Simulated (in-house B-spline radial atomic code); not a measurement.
Br²⁺. Computed with a B-spline radial atomic code. Model: non-relativistic spherical atom: semilocal Troullier-Martins pseudo-atom, one channel per l, against all electrons, high spin, G0W0 and RPA with empty states to l = 8, local potential for every l without a channel, a model core (radius 0 = none) keeps its share of the functional.

What the tables leave out is listed at the end.

The pseudopotential gives back the lowest level of each angular momentum of its own functional in the configuration it was made in; a second state of the same l is only approximately right. Exact exchange, RPA and GW see the smooth pseudo-orbitals and miss the exchange with the core, for which the functional's share stands in. The column with an uncorrelated core keeps all orbitals and exact exchange, and so separates missing core correlation from pseudisation. Only the three outermost levels and the lowest empty one were computed. RPA here is direct RPA, with no exchange kernel, and its energies carry an (l + 1/2)⁻⁴ tail. A hybrid on a potential with a model core restores only its own semilocal share of the core's exchange.

Command:
```bash
python run_psgw.py task.json out
```
Settings (lengths in bohr, energies in hartree):
```
Z                      35
electrons              33
configuration          [Ar] 3d10 4s2 4p3
generated_in           [Ar] 3d10 4s2 4p5
functional             pbe,pbe
core_shells            5
radius_factor          1
core_correction        False
```

Time taken, with all properties: 20 s on 1 thread of Intel(R) Xeon(R) Platinum 8375C CPU @ 2.90GHz (Ice Lake), with other jobs on the host.

Given: made with PBE; model core radius 0 bohr; local radius 1.338 bohr; mean-field start PBE.

Valence shells of the generating configuration: 3d, 4s, 4p.

Channel: s 1.444, p 1.675, d 1.279 (radii in bohr).

Computed: largest level miss in the spin-unpolarised generating configuration 0 eV; valence RPA correlation energy all-electron orbitals -0.91112 hartree; all-electron RPA polarisability, core included 7.3946 bohr³; pseudo-atom RPA polarisability 7.2933 bohr³.

| level | occupied | mean-field all-electron (eV) | mean-field pseudo minus all (eV) | G0W0 all-electron (eV) | G0W0 uncorrelated core minus all (eV) | G0W0 pseudo minus all (eV) | exchange self-energy all-electron (eV) | exchange self-energy pseudo (eV) |
| --- | --- | --- | --- | --- | --- | --- | --- | --- |
| 4p up | 1 | -29.401 | -0.004 | -35.242 | -0.054 | -0.52 | -23.003 | -21.518 |
| 4s down | 1 | -38.95 | 0.127 | -44.624 | -0.048 | -0.363 | -20.434 | -17.665 |
| 4p down (empty) | 0 | -26.17 | 0.096 | -21.855 | -0.034 | -0.37 | -6.8032 | -5.2817 |

Question: What is the valence RPA correlation energy pseudo?

Answer: -1.1021 hartree.

Given: mean-field start PBE0.

Computed: valence RPA correlation energy pseudo -1.0717 hartree; all-electron RPA polarisability, core included 6.7224 bohr³; pseudo-atom RPA polarisability 6.5232 bohr³.

```
          level  occupied  mean-field all-electron (eV)  mean-field pseudo minus all (eV)  G0W0 all-electron (eV)  G0W0 uncorrelated core minus all (eV)  G0W0 pseudo minus all (eV)  exchange self-energy all-electron (eV)  exchange self-energy pseudo (eV)
          4p up         1                       -31.054                            -0.176                 -35.379                                  -0.05                      -0.534                                 -22.946                           -21.743
        4s down         1                       -40.215                             0.088                 -44.591                                 -0.041                      -0.336                                  -20.22                           -17.657
4p down (empty)         0                        -24.77                            -0.068                 -21.693                                 -0.028                      -0.291                                 -6.5074                             -5.21
```

Question: What is the valence RPA correlation energy all-electron orbitals?

Answer: -0.87298 hartree.

Given: mean-field start Hartree-Fock.

Computed: valence RPA correlation energy all-electron orbitals -0.7803 hartree; all-electron RPA polarisability, core included 5.4764 bohr³; pseudo-atom RPA polarisability 5.0509 bohr³.

```csv
level,occupied,mean-field all-electron (eV),mean-field pseudo minus all (eV),G0W0 all-electron (eV),G0W0 uncorrelated core minus all (eV),G0W0 pseudo minus all (eV),exchange self-energy all-electron (eV),exchange self-energy pseudo (eV)
4p up,1,-35.151,-0.914,-35.651,-0.039,-0.508,-22.629,-22.317
4s down,?,?,?,?,?,?,?,?
4s up,1,-52.062,-0.683,-49.564,-0.038,-0.611,-29.196,-27.965
4p down (empty),0,-19.477,-0.409,-21.377,-0.014,-0.094,-5.5192,-4.8292
```

Question: What belongs in the row 4s down?

Answer: occupied: 1; mean-field all-electron (eV): -42.46; mean-field pseudo minus all (eV): -0.004; G0W0 all-electron (eV): -44.469; G0W0 uncorrelated core minus all (eV): -0.024; G0W0 pseudo minus all (eV): -0.154; exchange self-energy all-electron (eV): -19.558; exchange self-energy pseudo (eV): -17.547.

Question: What is the valence RPA correlation energy pseudo?

Answer: -0.99451 hartree.

Among the listed levels the largest G0W0 shift of the pseudo-atom is -0.61 eV, for 4s up on the Hartree-Fock start, while leaving the core uncorrelated moves that level by -0.04 eV. So pseudisation and the lost core exchange, not the missing core correlation, make the error. Not in the tables (levels of low weight, unsolved or above zero; the highest and the empty levels are kept at any weight): on PBE the G0W0 levels 4s up (pseudo minus all -1.11 eV, weights 0.20 and 0.30); on PBE0 the G0W0 levels 4s up (pseudo minus all -0.15 eV, weights 0.33 and 0.37).
